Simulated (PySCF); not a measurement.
# Ionisation energy of I⁺ by level of theory

I⁺ [Kr] 4d10 5s2 5p4 (3P) → I²⁺ [Kr] 4d10 5s2 5p3 (4S), as a difference of total energies. All numbers are calculated (PySCF 2.14, a scalar-relativistic core potential, in def2-QZVPPD with the def2 core potential (28 electrons) (8s7p5d4f1g, 91 functions)). Correlated levels: valence: 4s2 4p6 4d10 frozen; valence and next inner shell: nothing frozen outside the core potential. The calculations carry no spin-orbit coupling.

| method | ionisation energy (eV) |
| --- | --- |
| UHF | 17.687 |
| LDA | 19.043 |
| PBE | 18.732 |
| PBE0 | 18.749 |
| r2SCAN | 18.774 |
| BLYP | 18.745 |
| HSE06 | 18.802 |
| wB97M-V | 18.732 |
| SCS-MP2 (valence) | 18.508 |
| MP2 (valence and next inner shell) | 18.553 |
| SCS-MP2 (valence and next inner shell) | 18.595 |

**Question.** Estimate what BP86 gives.

**Answer.** 18.931 eV, closest to LDA among the rows shown.

**Question.** Estimate what MP2 (valence) gives.

**Answer.** 18.423 eV, closest to SCS-MP2 (valence) among the rows shown.

Errors of the correlated levels include the incompleteness of this basis and the frozen core.

For comparison: 18.750 eV (measured; NIST levels, between the centres of gravity of the two terms).
